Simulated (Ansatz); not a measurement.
`[F][SnH]([Cl])[Br]` + HCl → `[Cl][SnH]([Cl])[Br]` + H–F at 400 K and 1 bar (ligand exchange at the Sn–F bond).

Isolated molecules relaxed with PBE0-D4/def2-TZVP in Ansatz; ΔE leaves out vibrations. CBS: MP2 limit from def2 TZ/QZ plus the TZ coupled-cluster correction, frozen cores. This one scheme is used for every species. def2 core potentials past Kr. For Br, Sn outer-core shells are correlated without core-valence functions, which leaves a few kJ/mol of doubt a bond. Scalar relativity is left out up to krypton.

| species | CCSD(T)/CBS energy (Eh) | H − E (kJ/mol) | S (J/(mol·K)) |
| --- | --- | --- | --- |
| `[F][SnH]([Cl])[Br]` | -3347.63611 | 56.3 | 381.0 |
| HCl | -460.38127 | 29.6 | 195.4 |
| `[Cl][SnH]([Cl])[Br]` | -3707.63582 | 55.3 | 392.6 |
| H–F | -100.39570 | 36.5 | 182.2 |

H − E and S are ideal-gas, rigid-rotor, harmonic terms from PBE0-D4/def2-TZVP, for one conformer and one mirror image of each species. 1 Eh = 2625.50 kJ/mol, R = 8.31446 J/(mol·K).

Question: By hand: ΔE, ΔH, ΔS and ΔG.

Answer: ΔE = (-3707.63582) + (-100.39570) − (-3347.63611) − (-460.38127) = -0.01414 Eh = -37.1 kJ/mol. Δ(H − E) = 55.3 + 36.5 − 56.3 − 29.6 = 5.9, so ΔH = -31.2 kJ/mol. ΔS = 392.6 + 182.2 − 381.0 − 195.4 = -1.6 J/(mol·K). ΔG = -31.2 − 400 × (-1.6)/1000 = -30.6 kJ/mol.

Question: By hand: the equilibrium constant, and the temperature at which ΔG would vanish if ΔH and ΔS stayed fixed.

Answer: log₁₀ K = −ΔG/(RT ln 10) = 4.0. ΔG = 0 at ΔH/ΔS = 19500 K, far beyond where these terms or the molecules hold.

The number of gas molecules stays the same, so ΔS is small and ΔH decides. A doubt of 5 kJ/mol in ΔE shifts log₁₀ K by 0.7 here. Other conformers and mirror images would add mixing entropy, several J/(mol·K) or more a flexible species. These are equilibria of isolated gas molecules and say nothing of rates. Largest T1 diagnostic: 0.011 (customary marks: 0.02 for closed shells, 0.045 for open ones).
